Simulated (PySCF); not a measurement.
## Working with the constants of CdTe

PBE0 constants of CdTe, ³Π (triplet), unpaired electrons σ ↑, π ↑ (basis Cd cc-pVTZ-PP with ECP28, Te cc-pVTZ-PP with ECP28; scalar-relativistic core potentials; PySCF 2.14; masses 113.9034 and 129.9062 u):

| Property | Result |
| --- | --- |
| ωe | 138.2 cm⁻¹ |
| ωexe | 0.698 cm⁻¹ |
| Be | 0.035844 cm⁻¹ |
| αe | 0.000181 cm⁻¹ |
| D (centrifugal) | 9.65e-09 cm⁻¹ |
| De to Cd + Te | 0.68 eV |

Task: Give the vibrational terms G(v) and spacings up to v = 6.

Result: G(v) = ωe(v+½) − ωexe(v+½)².

```
v  G(v) (cm⁻¹)  G(v) − G(v−1)  Bv (cm⁻¹)
0         68.9                   0.03575
1        205.7          136.8    0.03557
2        341.1          135.4    0.03539
3        475.1          134.0    0.03521
4        607.8          132.6    0.03503
5        739.0          131.2    0.03485
6        868.8          129.8    0.03467
```

Task: How well does the Morse estimate ωe²/(4ωexe) reproduce De, and what is D0?

Result: It gives 0.85 eV, 125 % of the computed De. D0 = De − G(0) = 0.68 − 0.01 = 0.67 eV.

These are scalar-relativistic numbers at best; spin–orbit coupling would shift them, the dissociation energy most. The state is the lowest determinant that a PBE0 search found; another state may lie lower at other levels.
